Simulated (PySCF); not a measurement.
TDDFT excited states: BF2GeH3

BF2GeH3.
Bonds: F1–B2, B2–F3, B2–Ge4. Hydrogens: H5, H6, H7 on Ge4.

Computed, not measured: PySCF, TDDFT PBE0/def2-SVPD, vertical, gas phase, core orbitals frozen in the response. Geometry: PBE0-D3(BJ)/def2-SVP; no solvent, vibrations or thermal averaging. The PBE0/def2-SVPD calculation is non-relativistic and has no spin–orbit coupling, an omission that weighs most on germanium.

Q: What does the calculation give for the low-lying excited states?

A: 

| state | E (eV) | ν̃ (cm⁻¹) | f | main configurations (H = HOMO, L = LUMO) |
| --- | --- | --- | --- | --- |
| S1 | 6.61 | 53280 | 0.036 | H→L (96%) |
| S2 | 7.40 | 59710 | 0.0090 | H-1→L (96%) |
| S3 | 7.69 | 62050 | 0.040 | H-2→L (89%) |
| S4 | 7.97 | 64320 | 0.145 | H→L+1 (95%) |
| S5 | 8.57 | 69130 | 0.0002 | H→L+2 (86%), H-1→L+1 (8%) |
| S6 | 8.75 | 70600 | 0.140 | H-1→L+1 (86%) |
| S7 | 8.79 | 70900 | 0.186 | H-2→L+1 (92%) |
| S8 | 9.24 | 74500 | 0.0068 | H→L+5 (82%), H→L+4 (14%) |
| S9 | 9.28 | 74840 | 0.028 | H-2→L+2 (68%) |
| S10 | 9.34 | 75300 | 0.088 | H→L+3 (63%), H-1→L+2 (19%) |

Triplets, Tamm–Dancoff:

```csv
state,E (eV),λ (nm),"main configurations (H = HOMO, L = LUMO)"
T1,5.27,235.1,H→L (98%)
T2,6.84,181.3,H-2→L (90%)
T3,7.08,175.0,H-1→L (91%)
T4,7.63,162.5,H→L+1 (92%)
```

The lowest singlet comes at 188 nm (637 kJ/mol) in the vacuum ultraviolet; it is of moderate strength; its leading configuration is HOMO→LUMO (96%). The strongest level in the table is S7 at 8.79 eV (141 nm, f = 0.186). Löwdin shares by element: HOMO germanium 35%, boron 26%, fluorine 22% (atoms not listed hold the other 17%); LUMO boron 39%, fluorine 27%, germanium 23%. The oscillator strengths of these states sum to 0.679; summed over the whole spectrum of an exact calculation they would give the number of electrons, 58 (Thomas–Reiche–Kuhn). Of the 10 states listed, 7 reach f = 0.01 and 1 stays under 0.0005. Orbital energies (eV): HOMO-3 -12.48, HOMO-2 -9.85, HOMO-1 -9.82, HOMO -9.08, LUMO -1.11, LUMO+1 0.04, LUMO+2 0.86. The vertical ionisation energy (ΔSCF) is 11.41 eV, 2.07 eV above S10. Singlets were solved by full linear response, triplets in the Tamm–Dancoff approximation.

The run took 84 s wall on one thread, Intel Xeon at 2.70 GHz (x86_64), no GPU (shared host), and the process peaked at 0.57 GiB of memory.
